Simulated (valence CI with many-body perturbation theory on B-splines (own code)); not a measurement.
The numbers below are computed, except where a source is named.
## Basis-set convergence for Hf LXVIII

Method: valence CI with perturbative core correlation (CI+MBPT): three valence electrons over a frozen Dirac-Fock core [He], a basis of 9 s, 9 p, 8 d, 6 f, 3 g, 1 h functions for each j, with the one-electron correlation potential Σ1, the two-electron term Σ2, the three-electron term Σ3, Breit, model QED; selected CI, second order for the rest, scaled by the run's own slope (own B-spline code, finite nucleus).

No measured spectrum was set against this ion. As an estimate, large intervals hold to a few tenths of a per cent, small ones and those within an open d or f shell to about a per cent.

The reference run has the lowest level (2s^2 2p1/2) J=1/2 and an ionisation energy of 17670.7 eV. Its largest variational space holds 8670 state functions.

Levels are named by their leading jj configuration (3d3/2^4 stands for four electrons in 3d with j = 3/2), which in mixed levels can hold well under half, so a name can repeat and another be missing. Letters in brackets count levels of one name in rising energy.

Changed runs:
A. basis 6 s, 6 p, 5 d, 3 f, 1 g
B. basis 5 s, 5 p, 4 d, 2 f

Excitation energies of the reference run in cm⁻¹, and shifts in cm⁻¹:

| Level | Reference | A | B |
| --- | --- | --- | --- |
| (2s 2p1/2^2) J=1/2 | 2086410 | -110 | -261 |
| (2s^2 2p3/2) J=3/2 | 10412900 | +48 | -41 |
| (2s 2p1/2 2p3/2) J=3/2 [a] | 11880300 | -148 | -635 |
| (2s 2p1/2 2p3/2) J=5/2 | 12203400 | +142 | -26 |
| (2s 2p1/2 2p3/2) J=1/2 | 12767900 | +65 | -8.8 |
| (2s 2p1/2 2p3/2) J=3/2 [b] | 12784500 | +150 | +231 |
| (2p1/2^2 2p3/2) J=3/2 | 14953100 | -91 | -234 |
| (2s 2p3/2^2) J=5/2 | 22436900 | +29 | -357 |
| (2s 2p3/2^2) J=1/2 | 23289300 | +4.4 | -31 |
| (2s 2p3/2^2) J=3/2 | 23294700 | +139 | +134 |
| (2p1/2 2p3/2^2) J=3/2 | 24981600 | -82 | -503 |
| (2p1/2 2p3/2^2) J=5/2 | 25163700 | +145 | +58 |
| Ionisation energy (eV) | 17670.7 | +0.0039 | -0.056 |
